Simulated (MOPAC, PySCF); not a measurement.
H6AlN3, SMILES `[NH2][Al]([NH2])[NH2]`, neutral singlet in the gas phase. 

Z-matrix (Å, degrees):
```
Al
N 1 1.7744
H 2 1.0069 1 125.02
H 2 1.0069 3 109.98 1 -179.92
N 1 1.7745 2 119.97 3 170.33
H 5 1.0069 1 125.03 2 170.22
H 5 1.0069 6 109.99 1 179.89
N 1 1.7745 2 119.99 3 -9.70
H 8 1.0069 1 125.04 2 170.31
H 8 1.0069 9 109.99 1 -179.92
```
Charge 0, multiplicity 1.

All levels are single points at this geometry (B3LYP-D3(BJ)/def2-TZVP); Pople sets use spherical d functions. Orbital energies aren't observables, and empty levels follow the basis.

B3LYP/LANL2DZ in PySCF gives dipole (D) = 0.01.

Task: Estimate the dipole (D) from each of these levels: B3LYP-D3(BJ)/def2-TZVP in PySCF; B3LYP/3-21G in PySCF; B3LYP/6-311+G** in PySCF; B3LYP/6-31G* in PySCF; M06-2X/6-31G* in PySCF; SVWN5/6-31G* in PySCF; HF/3-21G in PySCF; HF/STO-3G in PySCF; AM1 in MOPAC; PM3 in MOPAC; PM6 in MOPAC; PM7 in MOPAC.

Result: 
```csv
level,dipole (D)
B3LYP-D3(BJ)/def2-TZVP in PySCF,0.00
B3LYP/3-21G in PySCF,0.01
B3LYP/6-311+G** in PySCF,0.01
B3LYP/6-31G* in PySCF,0.01
M06-2X/6-31G* in PySCF,0.01
SVWN5/6-31G* in PySCF,0.01
HF/3-21G in PySCF,0.01
HF/STO-3G in PySCF,0.00
AM1 in MOPAC,0.01
PM3 in MOPAC,0.01
PM6 in MOPAC,0.01
PM7 in MOPAC,0.01
```
